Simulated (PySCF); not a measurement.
Does the answer move with the share of exact exchange?

neo-PeOEt, C₇H₁₆O.
Atom-mapped SMILES: `[CH3:1][CH2:2][O:3][CH2:4][C:5]([CH3:6])([CH3:7])[CH3:8]` (hydrogens: H9, H10, H11 on C1; H12, H13 on C2; H14, H15 on C4; H16, H17, H18 on C6; H19, H20, H21 on C7; H22, H23, H24 on C8)

Torsions of this conformer, `[CH3:1][CH2:2][O:3][CH2:4][C:5]([CH3:6])([CH3:7])[CH3:8]`: C1–C2–O3–C4 74°, C2–O3–C4–C5 173°, O3–C4–C5–C6 180°.

PySCF, pcSseg-1 basis, density fitting, gas phase, PBE0-D3(BJ)/def2-SVP geometry. One functional is left out:

| functional | exact exchange (%) | HOMO energy (eV) | LUMO energy (eV) | dipole moment (D) |
| --- | --- | --- | --- | --- |
| LDA | 0 | -5.84 | 0.30 | 1.106 |
| OPBE | 0 | -5.65 | 0.89 | 1.054 |
| PBE | 0 | -5.71 | 0.53 | 1.053 |
| B3LYP | 20 | -7.05 | 1.04 | 1.142 |
| BHandHLYP | 50 | -8.82 | 2.05 | 1.235 |

Q: Predict the row of PBE0 (25 % exact exchange) by straight lines through the other rows, and check it.

A: 
```csv
property,line,computed,computed − line,"B3LYP (20 %), for comparison"
HOMO energy (eV),-7.30,-7.29,+0.01,-7.05
LUMO energy (eV),1.28,1.36,+0.08,1.04
dipole moment (D),1.154,1.153,-0.001,1.142
```

Q: Which of these properties follows the share of exact exchange most closely, and which least?

A: Most closely the HOMO energy, least the LUMO energy; the correlations over the tabulated rows are HOMO energy -0.998, dipole moment 0.958, LUMO energy 0.947. The HOMO energy moves by -0.620 eV for every 10 %. Functionals with the same share still differ in their other parts: at 0 % LDA and OPBE differ by 0.19 eV in it.
